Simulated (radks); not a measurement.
Values are calculated unless marked as measured or tabulated.
Species: Pr+. Configuration: [Xe] 4f3 6s1.

Level of theory: Dirac Kohn-Sham, PBEsol, spin-unpolarised, spherical densities, finite nucleus; open shells are shared between the two j in proportion to 2j + 1; Fermi nuclear charge, rms radius 4.8919 fm (a radial shooting solver on a logarithmic mesh with Libxc functionals).

Energy parts (Ry):
part                       energy
total                 -18476.9803
kinetic                19870.3340
electron-nucleus      -45067.2551
Hartree                 7146.0388
exchange-correlation    -426.0981

Orbitals (lengths in bohr, moments of r in powers of bohr; r(max) is where P^2 peaks; r(90%) holds 90 % of the orbital's charge):
| orbital | occ. | eigenvalue (Ry) | r(90%) | r(max) | small-component weight |
|---|---|---|---|---|---|
| 1s1/2 | 2 | -3069.421 | 0.0435 | 0.01542 | 4.78e-02 |
| 2s1/2 | 2 | -493.9731 | 0.159 | 0.08744 | 1.04e-02 |
| 2p1/2 | 2 | -466.9626 | 0.142 | 0.06652 | 1.04e-02 |
| 2p3/2 | 4 | -431.5434 | 0.150 | 0.07187 | 9.80e-03 |
| 3s1/2 | 2 | -106.8860 | 0.400 | 0.2494 | 3.21e-03 |
| 3p1/2 | 2 | -95.38759 | 0.393 | 0.2361 | 3.15e-03 |
| 3p3/2 | 4 | -88.37152 | 0.411 | 0.2477 | 2.97e-03 |
| 3d3/2 | 4 | -68.28000 | 0.384 | 0.1986 | 2.85e-03 |
| 3d5/2 | 6 | -66.76715 | 0.389 | 0.2018 | 2.80e-03 |
| 4s1/2 | 2 | -21.57003 | 0.895 | 0.5794 | 9.93e-04 |
| 4p1/2 | 2 | -17.26747 | 0.932 | 0.5877 | 9.25e-04 |
| 4p3/2 | 4 | -15.75398 | 0.973 | 0.6126 | 8.64e-04 |
| 4d3/2 | 4 | -8.68649 | 1.09 | 0.6313 | 7.14e-04 |
| 4d5/2 | 6 | -8.42109 | 1.10 | 0.6395 | 6.98e-04 |
| 4f5/2 | 1.28571 | -0.53421 | 2.08 | 0.6901 | 3.38e-04 |
| 4f7/2 | 1.71429 | -0.50895 | 2.12 | 0.6955 | 3.31e-04 |
| 5s1/2 | 2 | -3.29746 | 2.17 | 1.353 | 2.11e-04 |
| 5p1/2 | 2 | -2.15286 | 2.49 | 1.485 | 1.65e-04 |
| 5p3/2 | 4 | -1.94643 | 2.62 | 1.558 | 1.50e-04 |
| 5d3/2 | 0 | -0.54928 | 4.51 | 2.182 | 5.94e-05 |
| 5d5/2 | 0 | -0.53454 | 4.60 | 2.224 | 5.70e-05 |
| 6s1/2 | 1 | -0.59389 | 5.87 | 3.608 | 3.05e-05 |
| 6p1/2 | 0 | -0.39450 | 7.23 | 4.397 | 2.03e-05 |
| 6p3/2 | 0 | -0.37391 | 7.51 | 4.584 | 1.91e-05 |

The highest occupied level is 4f7/2 at -6.925 eV. The configuration is held as typed, so some empty levels lie below it. The electron density at the nucleus is 4.163e+05 e/bohr^3. For comparison, the ionisation energy in NIST's Atomic Spectra Database is 10.63 eV (semi-empirical). In exact Kohn-Sham theory the highest level is minus the ionisation energy, but local and semilocal functionals leave it too shallow, through self-interaction and a potential that decays too fast; potentials with the right tail come closer. The density falls to 0.001 e/bohr^3 at r = 4.64 bohr.

Beside tabulated values, note that spin-unpolarised runs miss the spin-polarisation part of the exchange energy of open shells.
